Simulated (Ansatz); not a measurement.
Species: SnI2, charge 0, multiplicity 1. 
Structure (B3LYP-D3(BJ)/def2-TZVP (Ansatz, a first-principles code) minimum search):
SMILES: [I][Sn][I]
```xyz
3

Sn     0.0121     0.0019     1.1958
I      1.0631    -1.8353    -0.5720
I     -1.0745     1.8335    -0.5562
```
Charge 0, spin multiplicity 1.

Property: atomisation energy (electronic, to ground-state atoms), in kcal/mol. Valence correlation only, unless marked. Open shells are spin-unrestricted. Spin-orbit coupling is left out. Frozen are the shells of the preceding noble gas and the d and f shells that filled before the atom's block. Past Kr the def2 sets carry scalar-relativistic core potentials. The coupled-cluster limit lacks core correlation, which all-electron functionals hold. Basis-set limits of correlation are two-point, X^-3; Hartree-Fock from the larger set.

```csv
level,program,atomisation energy (kcal/mol)
revPBE/def2-TZVPD,Ansatz,138.6
```

Question: What does CCSD(T)/CBS(def2-TZVPP,def2-QZVPP) (Ansatz) give?

Answer: 142.0 kcal/mol
